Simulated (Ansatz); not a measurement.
A run for Ansatz (a program for electronic structure): R-CCSD(T)/def2-SVP on CH6AlAs (SMILES [CH3][AlH][AsH2]), a point of a torsion scan. The run froze 20 orbitals, filled d shells among them.

Ansatz 0.2 input:
```yaml
crystal:
  periodic: [false, false, false]
  atoms:
    - {symbol: C, position_ang: [-1.53034453, 0.10877222, -0.16448386]}
    - {symbol: Al, position_ang: [-0.22161751, -0.10481820, 1.32114224]}
    - {symbol: As, position_ang: [-0.29043755, -1.86519246, 2.96817202]}
    - {symbol: H, position_ang: [-2.31264505, -0.66322007, -0.17647991]}
    - {symbol: H, position_ang: [-2.04858924, 1.07521544, -0.12437481]}
    - {symbol: H, position_ang: [-1.04733434, 0.07657953, -1.14932835]}
    - {symbol: H, position_ang: [0.88678782, 0.99629667, 1.33096126]}
    - {symbol: H, position_ang: [-1.76244196, -1.48542385, 2.96502744]}
    - {symbol: H, position_ang: [-0.55737194, -2.69485408, 1.72266522]}
basis:
  gaussian:
    orbitals: def2-SVP
magnetization: {spin_polarized: false}
correlation: {method: ccsd_t, electrons: outside_noble_gas}
scf: {lower_state_search: off}
```

Program output:

```
WARN ansatz: RAYON_NUM_THREADS=1 ignored (pool sized by the plan → 1); use --threads N
Functional definition: HF
these checks for a lower state are left out or cut short: stability, starts, cluster_reference, orbital_swaps, neighbouring_geometries, increment
integrals: 0.11 GiB planned
932 factors; integrals over basis functions are off by at most 1.2e-3 eV
mean field: 0.29 GiB planned
mean field evaluation 1: about -68491.6570 eV, gradient 2.4e1 eV
mean field evaluation 2: about -68491.6796 eV, gradient 2.4e1 eV
mean field evaluation 4: about -68493.5630 eV, gradient 2.3e0 eV
mean field evaluation 8: about -68493.5943 eV, gradient 1.4e-1 eV
mean field -68493.59447215 eV, -2517.0931702257 hartree, gradient 4.4e-6 eV, S^2 0.000000; 0 other end points of the search recorded, 0 dependent functions left out
20 core orbitals not correlated
reference -68493.59447215 eV, -2517.0931702257 hartree; 9, 9 occupied and 65, 65 virtual orbitals, 932 factors
second order -8.95476574 eV of doubles, -0.00000000 eV of singles
coupled cluster: 0.23 GiB planned
cycle   1  -9.93578955 eV  change   -9.8e-1 eV  update   7.6e-2
cycle   2  -10.28875822 eV  change   -3.5e-1 eV  update   2.5e-2
cycle   3  -10.31958942 eV  change   -3.1e-2 eV  update   7.5e-3
cycle   4  -10.31799470 eV  change    1.6e-3 eV  update   2.4e-3
cycle   5  -10.31724124 eV  change    7.5e-4 eV  update   7.3e-4
cycle   6  -10.31705138 eV  change    1.9e-4 eV  update   2.3e-4
cycle   7  -10.31704365 eV  change    7.7e-6 eV  update   7.1e-5
cycle   8  -10.31705283 eV  change   -9.2e-6 eV  update   2.4e-5
cycle   9  -10.31704719 eV  change    5.6e-6 eV  update   7.3e-6
perturbative correction -0.29064034 eV, -0.0106808355 hartree
Total energy: -68504.20215968 eV, -2517.4829955523 hartree
Checks for a lower state left out: stability, starts, cluster_reference, orbital_swaps, neighbouring_geometries, increment
```

The run converged.

Cost: roughly 4 core-seconds.
